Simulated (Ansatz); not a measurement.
```xyz
21

C    -2.7628    1.8236   -0.7719
C    -1.6064    2.4553   -1.2328
C    -0.3575    1.8933   -1.0314
C    -0.2764    0.6802   -0.3571
C    -1.4517    0.0706    0.0931
C    -2.7056    0.6136   -0.0972
O    -1.1961   -1.1068    0.7314
C     0.1573   -1.2684    0.6983
C     0.8416   -2.3382    1.2371
C     2.2217   -2.3243    1.1030
C     2.8793   -1.2775    0.4545
C     2.1736   -0.2130   -0.0793
C     0.7888   -0.2062    0.0435
H    -3.7268    2.2878   -0.9445
H    -1.6911    3.4003   -1.7561
H     0.5363    2.3891   -1.3919
H    -3.5953    0.1144    0.2648
H     0.3206   -3.1443    1.7379
H     2.8009   -3.1443    1.5110
H     3.9591   -1.3017    0.3693
H     2.6905    0.5965   -0.5816
```

Charge 0, multiplicity 1.

Question: List the ωB97M-V/def2-TZVPP orbital energies in eV (Ansatz 0.2.0). (Best estimate.)

Answer: Ansatz gave: Occupied: -527.76, -283.22, -283.22, -281.86, -281.85, -281.81, -281.81, -281.75, -281.75, -281.73, -281.73, -281.58, -281.58, -33.89, -27.15, -26.95, -24.96, -24.23, -23.53, -23.20, -20.98, -20.22, -19.47, -19.11, -17.52, -17.40, -16.59, -15.96, -15.61, -15.34, -14.90, -14.69, -14.55, -13.87, -13.10, -12.90, -12.86, -12.78, -12.22, -11.89, -10.64, -9.75, -8.67, -8.43. Lowest empty: 0.72, 1.90, 2.22, 2.89, 3.01, 3.17, 3.52, 3.99.
